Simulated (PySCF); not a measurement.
## Relaxation of triplet [PdH3]+

Method: UPBE0 in PySCF with Pd def2-TZVP with ECP28, H def2-TZVP; scalar-relativistic core potentials, no spin–orbit coupling; density-fitted integrals. A (50,194) grid was used.

A start displaced from a saddle point along its imaginary mode, of Cs symmetry, held to at least that symmetry:

```xyz
4
charge 1 multiplicity 3, angstrom
Pd    0.0004    0.0000   -0.0423
H    -0.1200    0.0000    1.6380
H     1.1163    0.0000    1.3621
H    -1.0360    0.0000    1.4417
```

Optimiser trace:
```json
{"step": "0", "E − E(last) (kJ/mol)": "78.48", "largest gradient (Eh/bohr)": "0.01934"}
{"step": "1", "E − E(last) (kJ/mol)": "64.96", "largest gradient (Eh/bohr)": "0.02566"}
{"step": "2", "E − E(last) (kJ/mol)": "48.91", "largest gradient (Eh/bohr)": "0.02148"}
{"step": "3", "E − E(last) (kJ/mol)": "25.13", "largest gradient (Eh/bohr)": "0.06160"}
{"step": "4", "E − E(last) (kJ/mol)": "6.77", "largest gradient (Eh/bohr)": "0.00953"}
{"step": "5", "E − E(last) (kJ/mol)": "2.10", "largest gradient (Eh/bohr)": "0.00747"}
{"step": "6", "E − E(last) (kJ/mol)": "1.04", "largest gradient (Eh/bohr)": "0.00458"}
{"step": "7", "E − E(last) (kJ/mol)": "0.84", "largest gradient (Eh/bohr)": "0.00390"}
{"step": "8", "E − E(last) (kJ/mol)": "0.54", "largest gradient (Eh/bohr)": "0.00296"}
{"step": "9", "E − E(last) (kJ/mol)": "0.28", "largest gradient (Eh/bohr)": "0.00271"}
{"step": "10", "E − E(last) (kJ/mol)": "0.08", "largest gradient (Eh/bohr)": "0.00144"}
{"step": "11", "E − E(last) (kJ/mol)": "0.03", "largest gradient (Eh/bohr)": "0.00055"}
{"step": "12", "E − E(last) (kJ/mol)": "0.01", "largest gradient (Eh/bohr)": "0.00045"}
{"step": "13", "E − E(last) (kJ/mol)": "0.01", "largest gradient (Eh/bohr)": "0.00043"}
{"step": "14", "E − E(last) (kJ/mol)": "0.00", "largest gradient (Eh/bohr)": "0.00024"}
{"step": "15", "E − E(last) (kJ/mol)": "0.00", "largest gradient (Eh/bohr)": "0.00008"}
```

It ends at Cs with H–H 0.789 Å, Pd–H 1.615 Å, Pd–H 1.914 Å, Pd–H 1.971 Å; H–H–Pd 74.3°, H–H–Pd 82.4°, H–Pd–H 23.4°, H–Pd–H 94.1°, H–Pd–H 117.5° (after a last refinement on a finer grid). A frequency run shows a minimum. Other isomers or separated fragments may lie lower.

Open d and f shells are described by one determinant, and the ground state may have another occupation or spin. At this level a singlet minimum of Cs symmetry lies 136 kJ/mol below this structure.

The relaxation took about 50 core-seconds on a shared host.
